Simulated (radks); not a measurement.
Values are calculated unless marked as measured or tabulated.
Removal energies from the manganese ion Mn6+, [Ar] 3d1, by Delta-SCF beside the eigenvalue of the level emptied. Code: a radial shooting solver on a logarithmic mesh with Libxc functionals. Model: scalar-relativistic Kohn-Sham, BLYP, spin-polarised, spherical densities, finite nucleus; Fermi nuclear charge, rms radius of each element as measured or else 0.836 A^(1/3) + 0.57 fm. Open shells are filled with parallel spins first.

removed from       final configuration  Delta-SCF (eV)  -eigenvalue (eV)
3d                                [Ar]          119.41            107.04
3p                    [Ne] 3s2 3p5 3d1          168.41            156.20
3s                    [Ne] 3s1 3p6 3d1          201.06            188.62
2p            [He] 2s2 2p5 3s2 3p6 3d1          780.23            745.45
